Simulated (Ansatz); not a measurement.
A nudged elastic band was laid between two geometries of CH₄FNSi (8 atoms, charge 0, multiplicity 1).

Level of theory: Ansatz 0.2.0, RKS B3LYP/def2-SVP.

| Item | Value |
| --- | --- |
| movable images | 5 |
| climbing image | yes |
| spring | 5.0 eV/Å² |
| optimiser | quadratic models (default) |
| start path | through a guess of the saddle point |
| force threshold | 0.05 eV/Å |
| iteration limit | 55 |
| end points | relaxed |

Initial state:

```xyz
8
Properties=species:S:1:pos:R:3
C -0.245 1.097 -0.417
Si -0.041 -0.663 0.121
N 1.146 -1.165 1.048
F -1.268 -1.518 -0.522
H 0.576 1.708 -0.016
H -0.247 1.166 -1.517
H -1.206 1.498 -0.060
H 1.286 -2.122 1.363
```

Final state:

```xyz
8
Properties=species:S:1:pos:R:3
C -0.233 1.047 -0.367
Si -0.052 -0.782 -0.022
N 0.719 -1.687 1.035
F -0.943 -1.550 -1.134
H 0.758 1.507 -0.502
H -0.839 1.220 -1.268
H -0.715 1.543 0.491
H 1.306 -1.296 1.768
```

Which bonds break or form, and what moves?

No bond is made or broken. The dihedral F4–Si2–N3–H8 changes from 0 to 180° by way of a nearly straight angle Si2–N3–H8 (up to 167°), not by a turn about the bond.

Give the energies along the band, and the barrier.

The forces met the threshold. The highest image is number 3 of 0 to 6, 20.7 kJ/mol above the first end and 5.7 kJ/mol above the last; the last end lies 15.0 kJ/mol above the first. A structure lower than the last end lies on the path between it and the top, so the climb from that side starts below the end, which may itself be a saddle point or a shallow side well. A vibrational analysis at the climbing image gives one clearly imaginary mode, 416i cm⁻¹: a first-order saddle point.

```tsv
image	path coordinate (Å)	energy (kJ/mol)	angle Si2–N3–H8 (°)
0	0.00	0.0	126
1	0.25	3.9	142
2	0.50	14.6	166
3	0.75	20.7	167
4	1.98	14.8	118
5	3.21	12.5	122
6	4.45	15.0	123
```

What is the geometry of the highest image?


```xyz
8
Properties=species:S:1:pos:R:3
C -0.233 1.082 -0.415
Si -0.112 -0.703 0.096
N 0.901 -1.492 0.954
F -1.406 -1.413 -0.583
H 0.612 1.659 -0.015
H -0.243 1.160 -1.514
H -1.178 1.515 -0.049
H 1.659 -1.806 1.527
```

Run time: 5.3 min on 1 CPU thread of a shared host.
